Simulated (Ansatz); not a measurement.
Reaction (cleavage of the Si–Si bond): `O[SiH](F)[SiH2]S` + `C[SiH](O)O` → `C[Si@H](O)O[Si@@H](O)F` + `[SiH3]S`

Gas-phase electronic energies from Ansatz, PBE0-D4/def2-TZVP geometries. CCSD(T)/CBS adds triple-zeta CCSD(T) − MP2 to the extrapolated MP2 energy (def2 sets, frozen cores). Functionals use def2-TZVPP. B3LYP here is the variant with VWN-RPA as its local correlation; programs differ in this. Each species was taken in one conformer, which may not be the lowest.

`O[SiH](F)[SiH2]S`:

Cartesian coordinates in Å:
```
O 1.200 1.631 -0.389
Si -0.085 1.183 0.514
F 0.374 0.812 2.006
Si -0.922 -0.801 -0.408
S 0.849 -1.974 -0.780
H 1.733 0.915 -0.747
H -0.969 2.365 0.612
H -1.900 -1.534 0.439
H -1.503 -0.584 -1.758
H 1.223 -2.013 0.511
```

`C[SiH](O)O`:

Z-matrix (Å, degrees):
```
C
Si 1 1.852
H 1 1.093 2 111.0
H 1 1.093 2 110.6 3 119.4
H 1 1.092 2 110.8 3 -120.4
O 2 1.647 1 105.2 3 -58.4
O 2 1.646 1 112.8 3 64.2
H 2 1.484 1 113.0 3 -179.4
H 6 0.958 2 117.2 1 -175.7
H 7 0.958 2 117.6 1 -54.3
```

`C[Si@H](O)O[Si@@H](O)F`:

Cartesian coordinates in Å:
```
C -0.042 -1.397 1.663
Si -0.273 0.298 0.972
O -1.695 0.312 0.117
O 0.950 0.654 -0.061
Si 1.109 0.714 -1.678
O -0.081 -0.111 -2.413
F 1.062 2.248 -2.098
H 0.929 -1.483 2.156
H -0.085 -2.141 0.863
H -0.821 -1.632 2.391
H -0.318 1.357 2.010
H -2.211 1.120 0.142
H 2.406 0.179 -2.107
H -0.929 -0.117 -1.955
```

`[SiH3]S`:

Z-matrix (Å, degrees):
```
Si
S 1 2.137
H 1 1.485 2 111.6
H 1 1.485 2 111.6 3 -122.0
H 1 1.482 2 104.8 3 119.0
H 2 1.344 1 94.7 3 60.9
```

| level | ΔE (kJ/mol) |
| --- | --- |
| B3LYP-D4 | -150.1 |
| B2PLYP | -155.4 |
| CCSD/def2-TZVPP | -160.2 |
| SCS-MP2/def2-QZVPP | -162.5 |

(1) What does CCSD(T)/CBS give? (Best estimate.)

Largest T1 diagnostic among the species: 0.013.

## Answers

(1) Computed: -153.7 kJ/mol. The listed levels differ from it by 3.6, -1.7, -6.5, -8.8 kJ/mol.

In def2-TZVPP, CCSD(T) changes the Hartree–Fock value by +23.4 kJ/mol (the triples alone add +3.7 kJ/mol) and MP2 by +19.5 kJ/mol. From PBE to PBE0 (25 % exact exchange), in def2-TZVPP and without D4, ΔE moves by −12.8 kJ/mol.
